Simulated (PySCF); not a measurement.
C5H11BrSi, SMILES C[Si](C)(C)/C=C\Br at its GFN2-xTB optimised geometry (Å):

```
18

C     -0.1622    -2.0338     1.5740
Si     0.4915    -1.1792     0.0000
C      2.3959    -1.1792     0.0000
C     -0.1612    -2.0338    -1.5744
C     -0.0106     0.6565     0.0000
C     -1.2374     1.1433     0.0006
Br    -2.7963     0.0640     0.0014
H      0.2196    -3.0478     1.6473
H      0.1440    -1.5021     2.4706
H     -1.2459    -2.0914     1.5791
H      2.7963    -0.6773     0.8753
H      2.7961    -0.6810    -0.8776
H      2.7800    -2.1938     0.0020
H      0.2151    -3.0502    -1.6437
H     -1.2451    -2.0852    -1.5836
H      0.1517    -1.5061    -2.4711
H      0.7835     1.3929    -0.0004
H     -1.4900     2.1938     0.0007
```

Level of theory: CAM-B3LYP/def2-SVP (PySCF).

Map of the log10 of the electron density (e/bohr³), floored at −4 on the plane z = 0.8 Å:

```
|                           |
|                           |
|                           |
|                           |
|        .:..               |
|      .:---:.              |
|      :-=++=-:::..         |
|    .:-=+**+=----:.        |
|  .:--=+*##*++++=-:        |
| .-==+++*###****+=:.       |
| :=+****##%%####*=-..      |
|.-=*#%%###%%%%##+=-:::.    |
|.-+*%%@%#####%#*+=====-:.  |
|.-+*%@@%#*+*###*+++***+-:  |
|.-=*#%%%#*++*##***#%%%*=:  |
| :=+*###*+++*######%@@#+-. |
| .-=+***+++*#%%###%%@%*=-. |
|  .-====++*#%%%%###%%#*=:. |
|   .:--=+*##%@%#***##*+-:  |
|     .:-=**#%%%#+++***+-.  |
|      .:=++*###*+==+++=:.  |
|       .:-=+***+=---=-:.   |
|        .:-=+++=-:.:::.    |
|          .:-==-:.         |
|           .::::.          |
|                           |
|                           |
```
Scale: ten equal steps from -4.00 (start of ' ') to -0.508 (end of '@'), in the order ' .:-=+*#%@'; x runs from -5.00 to 5.00, y from -5.00 (bottom) to 5.00 (top).
